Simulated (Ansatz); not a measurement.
Results of the Gaussian-basis code of Ansatz.

A structure relaxed at PBE0-D4/def2-TZVP, charge 0, multiplicity 1:

```xyz
6

F     1.226   -0.238    1.520
P     0.684    0.033    0.097
F     1.574   -0.940   -0.711
F     1.406    1.365   -0.209
Cu   -1.417   -0.059   -0.203
Cl   -3.473   -0.160   -0.494
```

(1) Give its formula and SMILES.

(2) Point group (tolerance 0.08 Å, 0.16 Å for H)?

(3) Summarise the bond lengths by kind.

## Answers

(1) ClCuF3P, `F[P+](F)(F)[Cu-][Cl]`.

(2) C3v.

(3) 3 × F–P 1.546 Å; 1 × Cu–P 2.125 Å; 1 × Cl–Cu 2.079 Å.
